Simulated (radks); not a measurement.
Values are calculated unless marked as measured or tabulated.
Q: The table gives one normalised radial function P(r) = r R(r) of Ge10+ in [Ar] 3d4 (r in bohr). Code: a radial shooting solver on a logarithmic mesh with Libxc functionals. Model: non-relativistic Kohn-Sham, LDA (Slater exchange, Perdew-Wang correlation), spin-unpolarised, spherical densities, point nucleus.

r             P
0.005521  1.6469
0.007075  2.0083
0.00914   2.4288
0.01171   2.8673
0.01513   3.3219
0.01939   3.7177
0.02484   4.0066
0.03209   4.1144
0.04113   3.9648
0.05312   3.5122
0.06808   2.8186
0.08724   1.9888
0.1127    1.1681
0.1444    0.5640
0.1865    0.2010
0.239     0.0524
0.3063    0.0088
0.3957    0.0008
0.5071    0.0000
0.655     0.0000
0.8394    0.0000
1.076     0.0000
1.389     0.0000
1.78      0.0000
2.3       0.0000
2.947     0.0000
3.777     0.0000

Which n and l does it have? It may be an empty orbital.

A: n = 1, l = 0: the number of nodes gives n - l - 1 = 0, the rise at small r (about r^(l+1)) gives l, and the extent must fit the shell. The curve is that of 1s. 1s: eigenvalue -11051.5 eV, 0 radial nodes, <r> = 0.0479 bohr, 90 % of the charge inside 0.0853 bohr.
